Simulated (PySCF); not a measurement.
A structure optimised at r2SCAN-D4/def2-SVP, used in a PySCF frequency run:

```xyz
6

F     -1.3924    -0.9253    -1.0987
Si    -0.5961    -0.3025     0.1487
F     -0.7021    -1.3554     1.3585
Cl    -1.5373     1.3953     0.7738
Se     1.5137     0.0112    -0.5385
H      1.8643     0.6597     0.7359
```

Task: Write its SMILES and formula.

Result: F[Si](F)(Cl)[SeH], ClF2HSeSi

Task: What are its rotational constants (standard atomic weights)?

Result: 2.7171, 1.1782, 1.0413 GHz
